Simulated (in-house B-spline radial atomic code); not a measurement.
## Removing one electron from Lu³⁺

Closed shell [Xe] 4f14. Computed with a B-spline radial code for spherical atoms: Koopmans values of Dirac-Hartree-Fock plus a diagonal self-energy, in second order or with its direct term screened (direct RPA, with the hole-particle interaction, or full time-dependent Hartree-Fock), linearised in energy; no-pair Dirac-Coulomb Hamiltonian, finite nucleus. Shifts add to the Koopmans value (the ΔSCF shift is orbital relaxation alone); the final value takes TDHF screening with Breit and QED.

Command:
```bash
python run_mb.py task.json out
```
Settings (nuclear radius in fm, box in bohr, cutoff in hartree):
```
basis_form          2
Z                   71
core_configuration  [Xe] 4f14
rms_radius          5.37
mass_number         175
speed_of_light      137.036
box_radius          13.958
lmax                7
intervals           62
virtual_cutoff      20164.0
```

Cost of the run: 110 s on 1 thread of Intel(R) Xeon(R) Platinum 8488C, on a shared host.

Energies in eV:

```json
{"subshell": "4f7/2", "Koopmans": "47.93", "ΔSCF shift": "-6.817", "second order": "?", "direct RPA": "?", "hole-particle": "?", "TDHF": "?", "Breit + QED": "?", "final": "?"}
{"subshell": "4f5/2", "Koopmans": "49.68", "ΔSCF shift": "-7.058", "second order": "-9.720", "direct RPA": "-2.747", "hole-particle": "-3.547", "TDHF": "-3.622", "Breit + QED": "0.111", "final": "46.17"}
```

What does the self-energy do to 4f7/2?

It shifts the removal energy by -9.263 eV in second order, -2.565 with direct RPA, -3.344 with the hole-particle term and -3.412 with TDHF screening (quasi-particle weight 0.935); Breit and QED add 0.173 eV. The final value is 44.69 eV, against 45.249 ± 0.025 eV (NIST, semi-empirical).
